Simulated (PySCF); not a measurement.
SMILES [SiH2](C)[SiH2]O at its GFN2-xTB optimised geometry (Å):

```
12

C      2.1271    -1.0121     0.0000
Si     0.2287    -1.0121     0.0000
Si    -0.5794     1.1495     0.0000
O     -2.1730     1.1778    -0.3507
H      2.5202    -0.5076     0.8782
H      2.5218    -2.0235    -0.0006
H      2.5256    -0.5043    -0.8738
H     -0.2036    -1.7993    -1.1746
H     -0.2094    -1.8142     1.1551
H     -0.6083     1.8232     1.2955
H      0.1209     2.0235    -0.9572
H     -2.5256     0.8278    -1.1627
```

Level of theory: PBE/def2-TZVP (PySCF).

Map of the log10 of the electron density (e/bohr³), floored at −4 on the plane z = 0.6 Å:

```
|000000000000000000000000000|
|000000000000000000000000000|
|000000000000000000000000000|
|000000000000000000000000000|
|000000000112221000000000000|
|000000112234433210000000000|
|000002233455554320000000000|
|000023445567765421000000000|
|000134566678876431000000000|
|000235677788886532100000000|
|000245777778876542221100000|
|000235677778876543333321000|
|000134566667877655555432000|
|000023445567777666777643100|
|000002234467787777899753100|
|000000123457788788999754200|
|000000012457888888998753200|
|000000012467898777888653100|
|000000002457888766787653100|
|000000001356776655676542100|
|000000001235555444455431000|
|000000000123443322333320000|
|000000000011222111111100000|
|000000000000000000000000000|
|000000000000000000000000000|
|000000000000000000000000000|
|000000000000000000000000000|
```
Scale: ten equal steps from -4.00 (start of '0') to -0.584 (end of '9'), in the order '0123456789'; x runs from -5.00 to 5.00, y from -5.00 (bottom) to 5.00 (top).
